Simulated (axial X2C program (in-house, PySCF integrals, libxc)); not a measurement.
**CSe⁺: from the spin-free to the two-component result**

All values were computed with an axial X2C code built on PySCF integrals. Spin-free means the one-electron spin-free X2C Hamiltonian; two-component (2c) means X2C with spin–orbit coupling and atomic mean-field two-electron Coulomb and Gaunt terms, so the difference of the two also holds small scalar two-electron terms. Basis: Se dyall-cv3z [8s9p6d4f1g], C dyall-v3z [7s6p2d1f] (cores contracted in-house); Gaussian nuclei, density fitting, unrestricted open shells. Masses: Se 79.917 u, C 12.000 u.

Spin-free state: M_S = 1/2, Λ = 0 (beyond evenly filled blocks: σα); fragments Se+ + C.

```json
{"level": "PBE0", "Re (Å)": "1.620", "ωe (cm⁻¹)": "1145.0", "De (eV)": "4.889", "μ (D)": "0.95"}
```

Dipoles are positive if C is the positive end and refer to the centre of mass.

Two-component determinant lowest at the distance of the search:

Ω = 1/2 (⟨Sz⟩ = 0.50, ⟨Lz⟩ = 0.00 at PBE0); fragments Se+ + C.

```csv
level,Re (Å),ωe (cm⁻¹),De (eV),μ (D)
PBE0,1.621,1142.6,4.869,0.94
```

Question: From the two tables, how do the constants change at the PBE0 level (2c against spin-free)?

Answer: At the PBE0 level Re goes up by 0.001 Å and ωe decreases by 2.4 cm⁻¹; De is not compared, since the atomic limits differ or miss part of their spin–orbit lowering.

The state is a single determinant with fixed occupations, the lowest that a limited PBE0 search found. Dissociation energies refer to the lowest single-determinant-based atoms at the same level and basis. Density functionals use the spin component along the axis (collinear). In 2c an atomic determinant is not the ground J level, so De misses part of the atomic spin–orbit lowering. This holds for PBE0. Without a current term, density functionals place determinants with orbital angular momentum somewhat too high. The determinant is spin-polarised beyond a pure state at some levels (its spin-free form has ⟨S²⟩ too high), which makes Re and μ there less reliable.
